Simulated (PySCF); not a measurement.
Species: C3H5ClO2S.
Z-matrix (Å and degrees, GFN2-xTB geometry), rows numbered from 1:
```
O 
S   1  1.4257
O   2  1.4258  1  119.24
Cl  2  2.0369  1  106.37  3   120.41
C   2  1.7782  1  111.23  3  -130.78
C   5  1.4918  2  113.42  1   112.82
C   5  1.4890  2  112.56  1   178.70
H   5  1.0752  2  112.78  1   -34.74
H   6  1.0798  5  118.05  7   109.36
H   6  1.0790  5  116.52  7  -108.12
H   7  1.0795  5  116.25  6   108.35
H   7  1.0795  5  118.49  6  -109.38
```

Method used: TDDFT B3LYP/def2-SVPD, vertical, gas phase, core orbitals frozen in the response (PySCF).

Kohn–Sham orbitals with the atoms that hold most of them (Löwdin shares over 4%, at most four atoms; ? is withheld):

```
orbital  ε (eV)                            atoms
 LUMO+2    0.45    S2 28%, H12 11%, O1 8%, O3 8%
 LUMO+1    0.06   S2 17%, H8 13%, C6 11%, C5 10%
   LUMO   -1.76                                ?
   HOMO       ?                                ?
 HOMO-1   -9.04  O1 33%, Cl4 20%, C7 16%, C5 11%
 HOMO-2   -9.33   Cl4 45%, C6 15%, C5 13%, O1 8%
 HOMO-3   -9.61   O3 46%, Cl4 19%, C5 10%, S2 9%
```

(1) Which atoms hold the HOMO, and with what shares?

(2) Which atoms hold the LUMO, and with what shares?

(3) What is the HOMO energy, and the HOMO–LUMO gap?

Answers

(1) Cl4 (bonded to S) 47%; O1 (bonded to S) 27%; O3 (bonded to S) 23%. By element: oxygen 50%, chlorine 47%.

(2) Cl4 (bonded to S) 43%; S2 (bonded to C, Cl and 2 O) 27%; O1 (bonded to S) 10%; O3 (bonded to S) 9%. By element: chlorine 43%, sulfur 27%, oxygen 19%.

(3) ε(HOMO) = -8.82 eV; the gap is 7.05 eV (0.2592 hartree).

Question: The HOMO–LUMO gap is 7.05 eV. Where does the response calculation put the lowest singlet, and from which orbitals?

Answer: S1 is at 5.80 eV (f = 0.0045), 1.25 eV below the gap, made of HOMO→LUMO (95%). Without the coupling terms of the response equations the lowest excitation would equal the gap.

Question: One configuration dominates each of S1, S2 and S3. Which, and how do the shares of the two leading atoms of either orbital change from the occupied to the empty one?

Answer: 
- S1 (5.80 eV, f 0.0045), HOMO→LUMO (95%): Cl4 47% → 43%, O1 27% → 10%, S2 at most 3% → 27%
- S2 (6.12 eV, f 0.010), HOMO-1→LUMO (88%): O1 33% → 10%, Cl4 20% → 43%, S2 at most 12% → 27%
- S3 (6.37 eV, f 0.016), HOMO-2→LUMO (87%): Cl4 45% → 43%, C6 15% → at most 9%, S2 at most 9% → 27%

Löwdin shares depend on the basis, the more so with diffuse functions.

The run took 37 s on one thread, Intel Xeon Platinum 8375C at 2.90 GHz (x86_64), shared host with 64 logical CPUs at a one-minute load of 34, and the process peaked at 0.76 GiB of memory.

One conformer stands for the species.
